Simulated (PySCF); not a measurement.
Input file for PySCF: D3(BJ) and D4 dispersion corrections on CH4OTe (SMILES CO[TeH]), a point of a torsion scan.

```python
from pyscf import gto
from pyscf.dispersion import dftd3, dftd4

mol = gto.M(
    atom='''
    C    -0.83695604   -0.15340935    0.11864862
    O    -0.26555038    0.46229855   -1.00114829
    Te   -1.30410389    1.82832451   -2.02502666
    H    -1.52064563   -0.95527592   -0.17481167
    H    -1.36451052    0.54811556    0.76781748
    H    -0.00799859   -0.59191197    0.67817021
    H    -2.20337839    0.71057648   -2.84263195
    ''',
    basis='def2-svp',
    charge=0, spin=0, verbose=0, max_memory=1800)
d3, d4 = {}, {}
for xc in ['hf', 'pbe', 'blyp', 'revpbe', 'tpss', 'r2scan', 'b3lyp', 'pbe0', 'bhlyp', 'camb3lyp', 'b2plyp']:
    d3[xc] = float(dftd3.DFTD3Dispersion(mol, xc=xc, version='d3bj', atm=False).get_dispersion()['energy'])
    print(f'D3(BJ) {xc:10s} {d3[xc]:14.8f} Eh')
for xc in ['hf', 'pbe', 'blyp', 'revpbe', 'tpss', 'r2scan', 'b3lyp', 'pbe0', 'bhlyp', 'camb3lyp', 'b2plyp']:
    d4[xc] = float(dftd4.DFTD4Dispersion(mol, xc={'camb3lyp': 'cam-b3lyp'}.get(xc, xc), atm=True).get_dispersion()['energy'])
    print(f'D4     {xc:10s} {d4[xc]:14.8f} Eh')
```

The log:

```
D3(BJ) hf            -0.03617998 Eh
D3(BJ) pbe           -0.00435750 Eh
D3(BJ) blyp          -0.00966801 Eh
D3(BJ) revpbe        -0.01095892 Eh
D3(BJ) tpss          -0.00560361 Eh
D3(BJ) r2scan        -0.00118051 Eh
D3(BJ) b3lyp         -0.00794854 Eh
D3(BJ) pbe0          -0.00385421 Eh
D3(BJ) bhlyp         -0.00644618 Eh
D3(BJ) camb3lyp      -0.00364345 Eh
D3(BJ) b2plyp        -0.00383117 Eh
D4     hf            -0.01601262 Eh
D4     pbe           -0.00437456 Eh
D4     blyp          -0.00977097 Eh
D4     revpbe        -0.01369829 Eh
D4     tpss          -0.00592243 Eh
D4     r2scan        -0.00100239 Eh
D4     b3lyp         -0.00714073 Eh
D4     pbe0          -0.00367065 Eh
D4     bhlyp         -0.00556269 Eh
D4     camb3lyp      -0.00373126 Eh
D4     b2plyp        -0.00303647 Eh
```

The run finished.

Cost: about 0.020 core-seconds (a rough figure).
